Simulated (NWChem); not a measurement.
System: ScH2O2F; SMILES [OH][Sc]([OH])[F]

```xyz
6

Sc     0.0018     0.0045     0.0000
F      1.8269     0.2005     0.0000
O     -0.6701    -1.7376     0.0000
H     -1.4064    -2.3566     0.0000
O     -1.1085     1.4977     0.0000
H     -1.3685     2.4230     0.0000
```
Atoms are numbered in this order, from 1.

Computed with NWChem. STO-3G and 3-21G are far too small for this property and stand as cheap habits. All runs use the structure optimised with B3LYP/6-31G* (spherical d). GIAO values for the isolated, static molecule; σ is the absolute isotropic shielding, δ = σ(reference) − σ with the isolated reference molecule computed at the same levels (19F: trichlorofluoromethane, 1H: tetramethylsilane, 17O: water).

```
level                                 σ Sc1 (ppm)  δ F2 (ppm)  δ O3 (ppm)  δ H4 (ppm)  δ O5 (ppm)  δ H6 (ppm)  relative time
------------------------------------  -----------  ----------  ----------  ----------  ----------  ----------  -------------
PBE0/pcSseg-1                               704.9       178.9       217.3        3.44       201.8        2.56             10
Hartree-Fock/STO-3G                        1293.6        -9.0       -21.3        1.71       -23.5        1.58              1
LDA (Slater exchange, VWN5)/pcSseg-1        555.7       221.3       261.4        4.27       245.0        3.26              7
BHandHLYP/pcSseg-1                          803.9       147.1       193.3        3.05       179.3        2.27             10
```

Relative times are rough (shared machine, one core).
